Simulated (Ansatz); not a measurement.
Mulliken charges of `C#C[SiH]1CS1` from B3LYP/def2-TZVPP in Ansatz (PBE0-D4/def2-TZVP geometry).

```json
{"atom": "C1", "x (Å)": "-0.909", "y (Å)": "-2.051", "z (Å)": "1.342", "charge (e)": "0.013"}
{"atom": "C2", "x (Å)": "-0.706", "y (Å)": "-0.987", "z (Å)": "0.812", "charge (e)": "-0.397"}
{"atom": "Si3", "x (Å)": "-0.432", "y (Å)": "0.614", "z (Å)": "0.020", "charge (e)": "0.409"}
{"atom": "C4", "x (Å)": "1.013", "y (Å)": "0.829", "z (Å)": "-1.090", "charge (e)": "-0.256"}
{"atom": "S5", "x (Å)": "1.249", "y (Å)": "1.732", "z (Å)": "0.527", "charge (e)": "-0.218"}
{"atom": "H6", "x (Å)": "-1.083", "y (Å)": "-2.993", "z (Å)": "1.811", "charge (e)": "0.248"}
{"atom": "H7", "x (Å)": "-1.702", "y (Å)": "1.307", "z (Å)": "-0.267", "charge (e)": "-0.053"}
{"atom": "H8", "x (Å)": "1.710", "y (Å)": "0.008", "z (Å)": "-1.224", "charge (e)": "0.129"}
{"atom": "H9", "x (Å)": "0.949", "y (Å)": "1.493", "z (Å)": "-1.946", "charge (e)": "0.124"}
```

Q: By hand: the dipole of these point charges (1 e Å = 4.8032 D).

A: Σ q r = (-0.280, -0.599, -0.069) e Å, of length 0.665 e Å = 3.19 D.

Q: How does the dipole of the full density compare? (Estimate.)

A: Ansatz gave: (-0.213, -0.325, -0.141) e Å, 1.99 D; the point charges give 1.60 times that, at 16° from its direction.

Point charges leave out the atoms' own dipoles, such as those of lone pairs, and Mulliken's split depends on the basis, so the two needn't agree.

B3LYP here is the variant with VWN-RPA as its local correlation; programs differ in this.
